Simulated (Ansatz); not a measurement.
TiO₄H₄, relaxed as a singlet with RKS PBE-D4/def2-SVP in Ansatz, starting from the GFN1-xTB geometry. Force threshold 0.02 eV/Å.

The structure holds one bond between oxygen atoms, so isomers without such links may lie far lower. In the singlet, H6 and H9 lie 0.79 Å apart (atoms count from 1), so H2 has formed as a molecule. Another isomer (singlet) lies 1.25 eV lower at PBE0-D4/def2-TZVP; other spin states weren't run for this one.

Start:

Cartesian coordinates in Å:
```
Ti 0.789 0.612 -0.413
O -0.873 0.655 -0.952
O 0.509 -1.060 -0.841
O -0.637 -0.417 1.542
O -0.825 -0.731 -1.076
H 1.611 1.187 -1.668
H -1.513 -0.166 1.233
H -0.550 -1.347 1.310
H 1.488 1.266 0.864
```

(1) Estimate the energy that the relaxation releases and the steps that it takes.

(2) Does the start keep its bonding and symmetry?

(3) Predict the relaxed structure.

Answers

(1) 5.32 eV, in 44 steps; 1.8 min on 2 threads of Arm Neoverse V1 on a shared host. The force fell under the threshold at step 9, but the optimiser went on and released 4.387 eV more. No frequencies were taken in this run, so the end may be a saddle point.

(2) Bonds lost: O2–O5 (atoms count from 1).

(3) 
```xyz
9

Ti    0.2123   -0.0291   -0.5994
O    -0.4935    1.2643   -1.3193
O     0.5062   -1.4731   -1.6980
O    -0.6003   -0.1874    1.4103
O    -0.5745   -1.7254   -0.7545
H     1.3728    1.7111   -0.1594
H    -1.4288    0.3174    1.5354
H    -0.8656   -1.1338    1.3355
H     1.8714    1.2560    0.2495
```
Bond lengths: 4 × O–Ti 1.64 to 2.17 Å; 1 × O–O 1.46 Å; 2 × H–O 0.98 to 0.99 Å; 2 × H–Ti 2.14 to 2.26 Å.
